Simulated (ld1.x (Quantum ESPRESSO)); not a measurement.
**u(r) = r·R(r): atom against pseudo-atom (Al (Z = 13))**

Columns: radius, all-electron u(r) and pseudo u(r) of the 3s shell (level -7.73 eV) of aluminium in the configuration [Ne] 3s2 3p1; PBE, non-relativistic, PAW scheme, ld1.x (Quantum ESPRESSO) 7.5.

| r (bohr) | all-electron | pseudo |
| --- | --- | --- |
| 0.125 | 0.0762 | 0.0258 |
| 0.250 | -0.1681 | 0.0538 |
| 0.375 | -0.2875 | 0.0859 |
| 0.500 | -0.2749 | 0.1234 |
| 0.625 | -0.1833 | 0.1673 |
| 0.750 | -0.0562 | 0.2174 |
| 0.875 | 0.0791 | 0.2730 |
| 1.000 | 0.2076 | 0.3327 |
| 1.125 | 0.3216 | 0.3942 |
| 1.250 | 0.4182 | 0.4551 |
| 1.375 | 0.4969 | 0.5125 |
| 1.500 | 0.5589 | 0.5639 |
| 1.625 | 0.6060 | 0.6069 |
| 1.750 | 0.6397 | 0.6397 |
| 1.875 | 0.6612 | 0.6612 |
| 2.000 | 0.6722 | 0.6722 |
| 2.125 | 0.6742 | 0.6742 |
| 2.250 | 0.6686 | 0.6686 |
| 2.375 | 0.6568 | 0.6568 |
| 2.500 | 0.6400 | 0.6400 |
| 2.625 | 0.6195 | 0.6195 |
| 2.750 | 0.5960 | 0.5960 |
| 2.875 | 0.5705 | 0.5705 |
| 3.000 | 0.5437 | 0.5437 |
| 3.125 | 0.5160 | 0.5160 |
| 3.250 | 0.4880 | 0.4880 |

Problem. How many radial nodes do the two functions have?

Solution. The all-electron 3s function has n − l − 1 = 2; the pseudo-wave has 0, since the states of the same l below it are removed with the core.

Problem. At about which radius was the pseudo-wave matched?

Solution. 1.80 bohr, where the columns begin to agree (steps of 0.12 bohr).

Problem. Is the pseudo-wave norm-conserving?

Solution. No, it belongs to a PAW set: the norm inside the radius is not constrained, and the difference is carried by the augmentation charge.
